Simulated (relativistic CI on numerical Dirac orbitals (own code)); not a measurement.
# Calculated levels, Yb4+

Computed by Dirac-Coulomb-Breit CI, separate exchange-only KLI orbitals for each configuration, a model potential for QED, valence Slater integrals scaled by 0.7 (own radial code, finite nucleus).

Configuration list (outside the closed core [Xe]): 4f¹².

The lowest level is 4f¹² ³H6, with 99 % of that term; Hund's rules for 4f¹² give ³H with J = 6, in agreement.

```
No.  Configuration  Term  J  E (cm⁻¹)    %  Next component (%)  Landé g  Lifetime (s)
  1           4f¹²    ³H  6       0.0   99                1 ¹I    1.163              
  2           4f¹²    ³F  4    4962.2   58               35 ¹G    1.129      7.35e+04
  3           4f¹²    ³H  5    9430.9  100                        1.032      4.51e-02
  4           4f¹²    ³H  4   13606.4   48               33 ³F    0.985      1.15e-01
  5           4f¹²    ³F  2   15341.7   68               28 ¹D    0.786              
  6           4f¹²    ³F  3   15505.3  100                        1.082      5.68e-02
  7           4f¹²    ¹G  4   22535.1   47               44 ³H    0.931      2.42e-02
  8           4f¹²    ³P  2   28368.7   41               33 ¹D    1.117      2.94e-02
  9           4f¹²    ¹I  6   33388.8   99                1 ³H    1.000      5.68e-02
 10           4f¹²    ³P  0   35611.0   91                9 ¹S               9.56e+00
 11           4f¹²    ³P  1   37385.7  100                        1.500      6.78e-02
 12           4f¹²    ³P  2   39472.6   56               39 ¹D    1.259      2.22e-02
 13           4f¹²    ¹S  0   73132.2   91                9 ³P               4.48e-03
```

Energies count from the lowest computed level; lifetimes are radiative, by E1, M1, E2, M2 decay to levels of this space only; some are left blank where a channel outside the calculation adds to the decay or the decay crosses a small, uncertain gap.

The mean weight of the leading LS term, summed over parents, in these 13 levels is 77 %, and that of the leading jj configuration (from the same eigenvectors) 82 %.

One configuration and one scale for all Slater integrals: terms of lower spin can come out thousands of cm⁻¹ low, and their order can be wrong. 7 of the 11 excited levels that our extract of the measured tables holds in this range could be paired (the sources list more); they are missed by 2461 cm⁻¹ on average and 5649 at most, and levels without a partner can miss by more. Some levels of the ground configuration have no partner and can miss by 10 % or more.

LS names give the leading component of a level, which can be under half, so a name can repeat, a term be missing and a line seem to break the LS rules.
